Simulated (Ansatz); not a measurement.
H4GeOSi, SMILES `[OH][Ge][SiH3]` (lower singlet; H–O–Ge–Si torsion 180°) (charge 0, multiplicity 1). This singlet lies 1.32 eV below the relaxed triplet at the level frozen-core CCSD(T)/cc-pVTZ // B3LYP-D3(BJ)/def2-TZVP (Ansatz, a quantum-chemistry and plane-wave program).

Cartesian coordinates (Å):
SMILES: [OH][Ge][SiH3]
```xyz
7

O      1.9417     0.3966     0.1134
Ge     1.1006    -1.1056    -0.4526
Si    -1.1326    -0.0749     0.0015
H      2.9011     0.3200     0.0541
H     -1.2278     0.3725     1.4162
H     -1.3288     1.1099    -0.8765
H     -2.2541    -1.0184    -0.2560
```
Charge 0, multiplicity 1.

The restricted HF start is unstable towards unrestricted orbitals.

**Question.** Give the natural occupations of the active orbitals, the CASSCF energy and the corrected energy for frozen-core fic-MRCISD+Q@CASSCF(2e,2o)/cc-pVTZ // B3LYP-D3(BJ)/def2-TZVP (Ansatz).

**Answer.** 
```yaml
natural_occupations: 1.98, 0.02
CASSCF energy: -2441.5907 Ha
corrected_energy: -2442.1442 Ha
weight_of_the_reference: 0.871
```
